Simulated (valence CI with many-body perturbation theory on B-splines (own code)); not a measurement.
## E1 transitions of Cl³⁺

Method: configuration interaction combined with many-body perturbation theory (CI+MBPT): four valence electrons over a frozen Dirac-Fock core [Ne], a basis of 11 s, 11 p, 10 d, 8 f, 5 g, 2 h functions for each j, with the one-electron correlation potential Σ1, the two-electron term Σ2, the three-electron term Σ3, Breit, model QED; selected CI, second order for the rest, scaled by the run's own slope (own B-spline code, finite nucleus).

Against 24 measured levels this calculation errs by 115 cm⁻¹ on average and by 405 at most. These come from a selection out of Moore, Atomic Energy Levels, vol. I, NSRDS-NBS 35 (1971 reprint of NBS Circular 467, 1949), an old analysis. Levels without a partner in it may be off by more. Among the levels kept, up to 980 cm⁻¹ of a level comes from second order outside the variational space, and about a tenth of that is noise between levels of different J, which matters for small intervals.

Lines 301 to 350 of 516 in falling wavelength, among levels below 43.321 eV, chosen from the strongest by gf and those to the six lowest levels. Wavelengths and rates use the calculated energies, so an error of 100 cm⁻¹ moves a line at 66.19 nm by 0.066 % and its rate by three times that or more. Electric multipoles are in the length gauge, E1 and E2 with the static RPA response of the core. Weak lines are less certain than strong ones. Lines between different terms over intervals too small for the method are left out, as are lines whose strength nearly cancels. Where a level lies close to another of its J and parity, the split of strength between their lines is uncertain. The highest levels of a list are the least certain.

Names give the largest LS component (configuration and term), which can be under half, so a name can repeat, a term be missing and a line seem to break the LS rules; names also repeat where a configuration has a term twice. Letters in brackets count levels of one name in rising energy.

| λ vac (nm) | λ from measured levels | Upper | Lower | A (s⁻¹) | S (a.u.) with core polarisation | S without |
| --- | --- | --- | --- | --- | --- | --- |
| 69.68 |  | 3s3p²3d ¹D_2 [b] | 3s3p³ ¹D°_2 | 4.13e+09 | 3.45e+00 | 3.56e+00 |
| 69.54 |  | 3s3p²3d ¹F_3 [b] | 3s²3p3d ¹F°_3 | 3.88e+09 | 4.51e+00 | 4.69e+00 |
| 67.91 |  | 3s²3p5p ¹D_2 [b] | 3s²3p3d ³P°_1 | 2.73e+09 | 2.11e+00 | 2.16e+00 |
| 67.84 |  | 3s²3p5p ³P_2 | 3s²3p3d ³P°_1 | 1.25e+09 | 9.61e-01 | 9.91e-01 |
| 67.84 |  | 3s3p²3d ³D_3 [d] | 3s²3p3d ³P°_2 | 7.86e+09 | 8.48e+00 | 8.69e+00 |
| 67.72 |  | 3s²3p5p ¹D_2 [b] | 3s²3p3d ³P°_2 | 5.45e+08 | 4.17e-01 | 4.31e-01 |
| 67.64 |  | 3s²3p5p ³P_2 | 3s²3p3d ³P°_2 | 7.54e+08 | 5.76e-01 | 5.85e-01 |
| 67.62 |  | 3s3p²3d ³D_1 [d] | 3s²3p3d ³P°_0 | 4.12e+09 | 1.89e+00 | 1.93e+00 |
| 67.54 |  | 3s²3p5p ³D_2 [b] | 3s²3p3d ³P°_1 | 2.98e+09 | 2.27e+00 | 2.32e+00 |
| 67.52 |  | 3s3p²3d ³D_1 [d] | 3s²3p3d ³P°_1 | 2.67e+09 | 1.21e+00 | 1.24e+00 |
| 67.35 |  | 3s²3p5p ³D_2 [b] | 3s²3p3d ³P°_2 | 7.33e+08 | 5.53e-01 | 5.67e-01 |
| 67.30 |  | 3s²3p5p ³D_3 [b] | 3s²3p3d ³P°_2 | 1.61e+09 | 1.69e+00 | 1.73e+00 |
| 67.23 |  | 3s3p²3d ³F_4 [c] | 3s²3p3d ³F°_4 | 1.14e+09 | 1.54e+00 | 1.63e+00 |
| 67.05 |  | 3s3p²3d ³F_3 [c] | 3s²3p3d ³F°_3 | 1.04e+09 | 1.08e+00 | 1.14e+00 |
| 66.90 |  | 3s3p²3d ³F_2 [c] | 3s²3p3d ³F°_2 | 1.06e+09 | 7.86e-01 | 8.32e-01 |
| 66.88 |  | 3s²3p4p ³P_2 | 3s3p³ ³D°_3 | 7.04e+08 | 5.20e-01 | 5.16e-01 |
| 66.66 |  | 3s3p²3d ³P_2 [b] | 3s3p³ ³P°_2 | 8.24e+08 | 6.02e-01 | 6.31e-01 |
| 66.50 |  | 3s3p²3d ¹P_1 [b] | 3s3p³ ¹D°_2 | 2.38e+09 | 1.04e+00 | 1.08e+00 |
| 66.19 | 66.24 | 3s3p³ ³S°_1 | 3s²3p² ¹D_2 | 6.25e+08 | 2.68e-01 | 2.78e-01 |
| 65.32 |  | 3s3p²3d ³D_3 [c] | 3s²3p3d ³F°_4 | 3.74e+09 | 3.60e+00 | 3.75e+00 |
| 65.30 |  | 3s3p³ ¹P°_1 | 3s²3p² ¹D_2 | 6.88e+09 | 2.84e+00 | 2.95e+00 |
| 65.17 |  | 3s3p²3d ³D_2 [c] | 3s²3p3d ³F°_3 | 4.37e+09 | 2.98e+00 | 3.11e+00 |
| 65.04 |  | 3s3p²3d ³D_1 [c] | 3s²3p3d ³F°_2 | 2.99e+09 | 1.22e+00 | 1.27e+00 |
| 65.02 |  | 3s3p²4s ³P_1 | 3s²3p3d ³F°_2 | 2.49e+09 | 1.01e+00 | 1.06e+00 |
| 64.97 |  | 3s²3p3d ³F°_3 | 3s²3p² ³P_2 | 2.40e+06 | 2.27e-03 | 2.33e-03 |
| 64.35 |  | 3s3p²3d ¹F_3 [a] | 3s²3p3d ¹D°_2 | 2.58e+09 | 2.38e+00 | 2.48e+00 |
| 63.97 |  | 3s²3p4f ³D_3 | 3s²3p3d ³F°_4 | 2.77e+09 | 2.50e+00 | 2.60e+00 |
| 63.68 |  | 3s3p²3d ³P_2 [d] | 3s²3p3d ³D°_3 | 5.59e+09 | 3.56e+00 | 3.71e+00 |
| 63.63 |  | 3s²3p4f ³D_2 | 3s²3p3d ³F°_3 | 1.94e+09 | 1.23e+00 | 1.28e+00 |
| 63.61 |  | 3s3p²3d ³P_2 [d] | 3s²3p3d ³D°_2 | 6.27e+08 | 3.99e-01 | 4.16e-01 |
| 63.44 |  | 3s3p²3d ³P_1 [d] | 3s²3p3d ³D°_2 | 5.58e+09 | 2.11e+00 | 2.20e+00 |
| 63.37 |  | 3s²3p4f ³D_1 | 3s²3p3d ³F°_2 | 1.88e+09 | 7.08e-01 | 7.35e-01 |
| 63.37 |  | 3s3p²3d ³P_1 [d] | 3s²3p3d ³D°_1 | 1.48e+09 | 5.58e-01 | 5.82e-01 |
| 63.29 |  | 3s3p²3d ³P_0 [d] | 3s²3p3d ³D°_1 | 7.65e+09 | 9.57e-01 | 9.98e-01 |
| 62.74 |  | 3s3p²3d ¹F_3 [b] | 3s3p³ ¹D°_2 | 6.58e+09 | 5.62e+00 | 5.77e+00 |
| 61.99 |  | 3s²3p4f ¹G_4 | 3s²3p3d ³F°_3 | 8.13e+08 | 8.60e-01 | 8.70e-01 |
| 61.60 |  | 3s3p²3d ³P_2 [d] | 3s²3p3d ³P°_1 | 9.22e+08 | 5.32e-01 | 5.52e-01 |
| 61.52 |  | 3s3p²3d ³P_1 [d] | 3s²3p3d ³P°_0 | 1.25e+09 | 4.32e-01 | 4.48e-01 |
| 61.44 |  | 3s3p²3d ³P_1 [d] | 3s²3p3d ³P°_1 | 1.25e+09 | 4.29e-01 | 4.45e-01 |
| 61.44 |  | 3s3p²3d ³P_2 [d] | 3s²3p3d ³P°_2 | 3.18e+09 | 1.82e+00 | 1.89e+00 |
| 61.36 |  | 3s²3p4f ³G_5 | 3s²3p3d ³F°_4 | 7.93e+09 | 9.95e+00 | 1.00e+01 |
| 61.34 |  | 3s²3p4f ³G_3 | 3s²3p3d ³F°_2 | 7.65e+09 | 6.10e+00 | 6.16e+00 |
| 61.29 |  | 3s²3p4f ³G_4 | 3s²3p3d ³F°_3 | 7.03e+09 | 7.19e+00 | 7.27e+00 |
| 61.12 | 61.21 | 3s3p³ ³S°_1 | 3s²3p² ³P_2 | 8.47e+09 | 2.87e+00 | 2.98e+00 |
| 60.95 |  | 3s²3p5p ¹S_0 [a] | 3s3p³ ¹P°_1 | 1.11e+10 | 1.24e+00 | 1.27e+00 |
| 60.87 |  | 3s3p²3d ¹D_2 [b] | 3s3p³ ¹P°_1 | 4.41e+09 | 2.45e+00 | 2.53e+00 |
| 60.81 | 60.89 | 3s3p³ ³S°_1 | 3s²3p² ³P_1 | 5.06e+09 | 1.68e+00 | 1.75e+00 |
| 60.62 | 60.71 | 3s3p³ ³S°_1 | 3s²3p² ³P_0 | 1.74e+09 | 5.74e-01 | 5.97e-01 |
| 60.54 |  | 3s3p²3d ⁵D_2 | 3s3p³ ⁵S°_2 | 5.23e+06 | 2.86e-03 | 2.94e-03 |
| 60.51 |  | 3s²3p4f ³F_3 | 3s²3p3d ³F°_4 | 8.44e+08 | 6.46e-01 | 6.67e-01 |
